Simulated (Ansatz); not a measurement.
Relaxation of CH4GaNSi (8 atoms, charge 0, multiplicity 1), to a largest force component of 0.015 eV/Å in at most 40 steps.

These are results of RKS revPBE/def2-SVP in Ansatz 0.2.0, not measurements.

```xyz
8
Properties=species:S:1:pos:R:3
N 2.042 -0.957 1.841
C 1.421 -0.230 1.210
Si 0.340 0.874 0.145
Ga -1.226 -0.648 -0.897
H 1.300 1.539 -0.762
H -0.198 1.874 1.091
H -1.756 -0.530 -2.415
H -1.923 -1.921 -0.213
```

Where does it end, and by what steps?

The run converged. The force dipped under the threshold on the way, but the program's further checks kept it going. After 19 steps the energy has fallen by 0.167 eV; H7 moved furthest, 0.65 Å.

```json
{"step": "0", "energy less start (eV)": "0.0000", "largest force component (eV/Å)": "2.453", "accepted": "yes"}
{"step": "1", "energy less start (eV)": "-0.1379", "largest force component (eV/Å)": "0.322", "accepted": "yes"}
{"step": "2", "energy less start (eV)": "-0.1599", "largest force component (eV/Å)": "0.098", "accepted": "yes"}
{"step": "3", "energy less start (eV)": "-0.1619", "largest force component (eV/Å)": "0.036", "accepted": "yes"}
{"step": "4", "energy less start (eV)": "-0.1624", "largest force component (eV/Å)": "0.023", "accepted": "yes"}
{"step": "5", "energy less start (eV)": "-0.1631", "largest force component (eV/Å)": "0.014", "accepted": "yes"}
{"step": "6", "energy less start (eV)": "-0.1635", "largest force component (eV/Å)": "0.056", "accepted": "yes"}
{"step": "7", "energy less start (eV)": "-0.1638", "largest force component (eV/Å)": "0.038", "accepted": "yes"}
{"step": "8", "energy less start (eV)": "-0.1643", "largest force component (eV/Å)": "0.012", "accepted": "yes"}
{"step": "9", "energy less start (eV)": "-0.1650", "largest force component (eV/Å)": "0.059", "accepted": "yes"}
{"step": "10", "energy less start (eV)": "-0.1651", "largest force component (eV/Å)": "0.086", "accepted": "yes"}
{"step": "11", "energy less start (eV)": "-0.1657", "largest force component (eV/Å)": "0.050", "accepted": "yes"}
{"step": "12", "energy less start (eV)": "-0.1662", "largest force component (eV/Å)": "0.008", "accepted": "yes"}
{"step": "13", "energy less start (eV)": "-0.1667", "largest force component (eV/Å)": "0.021", "accepted": "yes"}
{"step": "14", "energy less start (eV)": "-0.1665", "largest force component (eV/Å)": "0.088", "accepted": "no"}
{"step": "15", "energy less start (eV)": "-0.1670", "largest force component (eV/Å)": "0.023", "accepted": "yes"}
{"step": "16", "energy less start (eV)": "-0.1670", "largest force component (eV/Å)": "0.053", "accepted": "yes"}
{"step": "17", "energy less start (eV)": "-0.1673", "largest force component (eV/Å)": "0.023", "accepted": "yes"}
{"step": "18", "energy less start (eV)": "-0.1673", "largest force component (eV/Å)": "0.019", "accepted": "no"}
{"step": "19", "energy less start (eV)": "-0.1673", "largest force component (eV/Å)": "0.008", "accepted": "yes"}
```

```xyz
8
Properties=species:S:1:pos:R:3
N 2.017 -0.845 2.138
C 1.407 -0.202 1.363
Si 0.399 0.745 0.100
Ga -1.294 -0.680 -0.949
H 1.382 1.302 -0.895
H -0.228 1.902 0.836
H -2.134 -0.066 -2.148
H -1.550 -2.158 -0.445
```

Whether the end is a true minimum wasn't checked by a vibrational analysis.

Time of the run: 24 s on 2 threads of Intel(R) Xeon(R) Platinum 8488C (Sapphire Rapids), on a shared host, peak memory 0.17 GiB.
